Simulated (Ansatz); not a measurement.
Program: Ansatz. Geometries: PBE0-D4/def2-TZVP. ΔE: electronic, gas phase. CCSD(T)/CBS adds triple-zeta CCSD(T) − MP2 to the extrapolated MP2 energy (def2 sets, frozen cores). This one scheme is used for every species, atoms too. Open shells (•) are unrestricted, without spin–orbit coupling. Spin–orbit coupling would lower the free atoms: a little for F. def2 core potentials past Kr. For In outer-core shells are correlated without core-valence functions, so the limit isn't a true one: a few kJ/mol of doubt a bond, and 10 to 20 or more in all where bonds break to atoms.

Reaction (hydrogen abstraction from the In–H bond): `[OH][InH2]` + F• → `[OH][InH]`• + H–F

`[OH][InH2]`:

Z-matrix (Å, degrees):
```
In
O 1 1.991
H 1 1.715 2 114.8
H 1 1.705 2 111.5 3 -180.0
H 2 0.959 1 113.4 3 0.0
```

`[OH][InH]`•:

Z-matrix (Å, degrees):
```
O
In 1 2.003
H 1 0.960 2 115.0
H 2 1.767 1 113.8 3 180.0
```

H–F:

```xyz
2

F    -0.453    0.078   -0.027
H     0.453   -0.078    0.027
```

```tsv
species	MP2/def2-SVP energy (Eh)
`[OH][InH2]`	-266.02193
F•	-99.42243
`[OH][InH]`•	-265.41541
H–F	-100.13197
```

Problem. Work out ΔE.

Solution. ΔE = (-265.41541) + (-100.13197) − (-266.02193) − (-99.42243) = -0.10302 Eh = -64.6 kcal/mol. CCSD(T)/CBS gives -67.7 kcal/mol.

Largest T1 diagnostic among the species: 0.021.

From BLYP to BHLYP (50 % exact exchange), in def2-TZVPP and without D4, ΔE moves by +12.8 kcal/mol. At CCSD(T), def2-SVP lies +8.8 kcal/mol from the extrapolated value and def2-TZVPP +3.2 kcal/mol.
